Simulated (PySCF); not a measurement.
Compound: C5H5F3O.
SMILES with atom numbers: `[CH2:1]=[CH:2][CH2:3][C:4](=[O:5])[C:6]([F:7])([F:8])[F:9]` (hydrogens: H10, H11 on C1; H12 on C2; H13, H14 on C3)

Geometry (PBE0-D3(BJ)/def2-SVP, Å), atoms numbered from 1 in this order:
```
atom  x, y, z in Å
C1     2.531   -0.480    0.630
C2     1.572   -0.069   -0.197
C3     0.133   -0.449   -0.070
C4    -0.799    0.734   -0.098
O5    -0.485    1.863   -0.347
C6    -2.276    0.404    0.216
F7    -2.720   -0.542   -0.618
F8    -3.047    1.465    0.104
F9    -2.374   -0.072    1.462
H10    2.316   -1.136    1.480
H11    3.571   -0.176    0.488
H12    1.818    0.597   -1.030
H13   -0.185   -1.105   -0.904
H14   -0.062   -1.032    0.846
```

Linear response at PBE0/def2-SVPD (PySCF, frozen core in the response, non-relativistic). Isolated species at its PBE0-D3(BJ)/def2-SVP geometry (one conformer only).

Static isotropic polarisability: 65.78 au (9.75 Å³), principal values 52.9, 62.7, 81.7 au.

Question: What is the polarisability at 1064 nm and at the sodium D line?

Answer: 66.27 au at 1064 nm (+0.8 %), 67.45 au at 589.3 nm (+2.5 %). The rise at 589.3 nm is 3.38 times that at 1064 nm; a pure ω² law gives 3.26. The lowest singlet lies at 288 nm, shorter than both wavelengths.

Question: What is the isotropic C6 coefficient between two such molecules, C6 = (3/π)∫α(iω)² dω?

Answer: 2020 au (Eh·bohr⁶) by a ten-point quadrature over imaginary frequencies, which is 1210 eV·Å⁶ or 116 J·nm⁶/mol.

Question: Which effective excitation energy ω̄ makes London's formula C6 = (3/4)α²ω̄ exact here?

Answer: ω̄ = 4·C6/(3α²) = 0.622 Eh = 16.9 eV. A one-pole form α(ω) = α/(1 − ω²/ω̄²) fitted to the 1064 nm value gives 13.5 eV.

Question: What does −C6/R⁶ come to at R = 12 Å between centres?

Answer: -39 J/mol. This is the leading, orientation-averaged term; C8 and higher terms are left out.

Question: How many electrons N does the Slater–Kirkwood formula C6 = (3/4)·√N·α^(3/2) need to give this C6?

Answer: N = (4·C6/3)²/α³ = 25.5; the species has 70 electrons in all.

Question: What n − 1 at the D line would an ideal gas of it have at 273.15 K and 1 atm (2.6868 × 10¹⁹ cm⁻³), by n − 1 = 2π·N·α′?

Answer: 16.87 × 10⁻⁴, a formal value whether or not that pressure can be reached.

Question: How anisotropic is the static polarisability, by Δα² = ½[(α1 − α2)² + (α2 − α3)² + (α3 − α1)²]?

Answer: Δα = 25.3 au, or 0.38 of the isotropic value.

Question: The lowest 6 singlets have (eV, f): 4.31, 0.000; 5.32, 0.008; 6.95, 0.078; 7.37, 0.012; 7.40, 0.001; 7.70, 0.372. What share of the static polarisability do they carry in the sum over states α = Σ f/ω²?

Answer: 6.25 au, 9.5 % of α; the largest term, 4.65 au, is that of the state at 7.70 eV. Their oscillator strengths add up to 0.47. Higher states carry the rest.
